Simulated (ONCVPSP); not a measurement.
Before and after: ONCV potential for cerium

ONCVPSP 4.0.1 input, shortened (lines: element, Z, core and valence counts, functional; n l f; lmax; l rc ep ncon nbas qcut; lloc lpopt rc5 dvloc0; l nproj debl; icmod fcfact rcfact), LDA (Perdew-Zunger), scalar-relativistic:

```
  Ce 58.00    9    5        3      upf
    1    0    2.00
    2    0    2.00
    2    1    6.00
    3    0    2.00
    3    1    6.00
    3    2   10.00
    4    0    2.00
    4    1    6.00
    4    2   10.00
    4    3    1.00
    5    0    2.00
    5    1    6.00
    5    2    1.00
    6    0    2.00
    3
    0    2.30    0.00    4    8    3.90
    1    2.25    0.00    3    7    5.60
    2    4.00    0.00    3    8    4.10
    3    1.55    0.00    4    8   10.50
    4    5    1.40    6.00
    0    2    1.20
    1    1    0.40
    2    2    2.00
    3    2    2.30
    0    0.00    0.00
```

Change: f: qcut 6.8.

Cutoffs: the cutoffs (Ha) at which the residual kinetic energy of the hardest occupied pseudo-wave falls to 1 and 0.1 mHa per electron; they do not see the model core or the augmentation charge, which bear on the density cutoff. Errors are all-electron minus pseudo energies relative to the spin-unpolarised reference configuration.

Problem. Predict the effect on cutoff, ghosts and configuration errors.

Solution. The potential gets harder (48 Ha and 53 Ha → 119 Ha and 176 Ha); the errors of the 4 common tests hardly move; neither file shows a bound ghost.

| quantity | base | changed |
| --- | --- | --- |
| cutoff, loose | 48 Ha | 119 Ha |
| cutoff, tight | 53 Ha | 176 Ha |
| loose cutoff by channel | s 7.0 Ha, p 9.7 Ha, d 4.9 Ha, f 48 Ha | s 7.0 Ha, p 9.7 Ha, d 4.9 Ha, f 119 Ha |
| bound ghosts | none | none |
| GHOST(+) flags under 300 eV | s at 80.0 eV | s at 80.0 eV |
| error for 4f1 5s2 5p6 5d1 6s1, meV [ΔE 6.27 eV] | -2.1 | -2.2 |
| error for 4f1 5s2 5p6 5d1 6s0, meV [ΔE 17.62 eV] | -10 | -10 |
| error for 4f1 5s2 5p6 5d0 6s0, meV [ΔE 36.95 eV] | +49 | +49 |
| error for 4f1 5s2 5p6 5d1 6s0 6p2, meV [ΔE 5.20 eV] | +102 | +102 |
| s: phases at 2.33 bohr within 0.05 rad from the reference energy up to (Ha; the scan ends near 5) | 2.5 | 2.5 |
| p: phases at 2.28 bohr within 0.05 rad from the reference energy up to (Ha; the scan ends near 5) | 0.5 | 0.5 |
| d: phases at 4.07 bohr within 0.05 rad from the reference energy up to (Ha; the scan ends near 5) | 0.4 | 0.4 |
| f: phases at 1.57 bohr within 0.05 rad from the reference energy up to (Ha; the scan ends near 5) | to the end of the scan | to the end of the scan |
